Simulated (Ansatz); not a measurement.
Abstraction of Br: GeH2Br2 + CHF2 → GeH2Br + CHBrF2

Gas-phase species: GeH2Br2 `[Br][GeH2][Br]`, singlet; CHF2 (difluoromethyl radical) `F[CH]F`, doublet; GeH2Br `[GeH2][Br]`, doublet; CHBrF2 (bromodifluoromethane) `FC(F)Br`, singlet. A radical takes Br: the energy is the difference in strength between the Ge–Br bond broken and the C–Br bond made.

Shapes, held fixed at every level: PBE0-D4/def2-TZVP. Programs: Ansatz 0.2.0. The zero-point and thermal change to 298 K, harmonic and unscaled (PBE0-D4/def2-TZVP), is +0.7 kJ/mol.

Problem. Estimate ΔH(298 K) of this reaction.

Solution. The highest level, CCSD(T)/def2-TZVPP, gives ΔH(298 K) = +54.6 kJ/mol; the levels span +45.1 to +89.3. The column of differences is taken from that level and isn't an error. No measured value is set beside it here. Open shells run unrestricted. Relativity is left out for Br, Ge. Outer-core shells of Br, Ge are correlated, in sets that cover them unevenly.

```
                level                    kind  ΔH(298 K) (kJ/mol)  less CCSD(T)/def2-TZVPP
       MP2/def2-TZVPP     perturbation theory               +55.6                     +1.0
          HF/def2-SVP            Hartree–Fock               +89.3                    +34.7
  B3LYP-D4/def2-TZVPP           global hybrid               +51.4                     -3.2
r2SCAN0-D4/def2-TZVPP           global hybrid               +61.7                     +7.1
   wB97M-V/def2-TZVPP  range-separated hybrid               +45.1                     -9.5
   wB97X-V/def2-TZVPP  range-separated hybrid               +56.7                     +2.1
      CCSD/def2-TZVPP   coupled cluster or CI               +58.7                     +4.1
   CCSD(T)/def2-TZVPP   coupled cluster or CI               +54.6                      0.0
```
